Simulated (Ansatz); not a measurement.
The cluster Li₂Al₃. Total charge 0; doublet. Geometry B3LYP-D4/def2-TZVP, basis def2-TZVP, Ansatz.

```xyz
5

Al   -0.1618    1.2140   -0.1093
Al    2.3790    0.8940    0.5418
Al   -0.1321   -0.9364    1.1085
Li   -2.5071   -0.2120    0.0789
Li    0.4222   -0.9597   -1.6198
```

```tsv
run	HOMO (eV)	LUMO (eV)
A	-3.42	-2.76
B	-4.12	-2.15
C	-3.84	-2.18
D	-3.62	-2.61
```

B3LYP takes the VWN-RPA correlation. Another isomer (quartet) lies 0.05 eV lower at PBE0-D4/def2-TZVP; other spin states weren't run for this one.

HOMO and LUMO are taken over both spins.

Task: The runs used B3LYP, PBE, PBE0, r2SCAN. Estimate which is which.

Result: A PBE (0 % exact exchange); B PBE0 (25 % exact exchange); C B3LYP (20 % exact exchange); D r2SCAN (0 % exact exchange). Exact exchange lowers occupied and raises empty levels; among semilocal functionals meta-GGAs tend to open the gap a little, and such runs are hard to tell apart. The gap grows from 0.66 eV (PBE) to 1.96 eV (PBE0). At r2SCAN-D4/def2-TZVP the charge 0 doublet is spin-contaminated (final ⟨S²⟩ up to 0.98, 0.75 for a pure state).
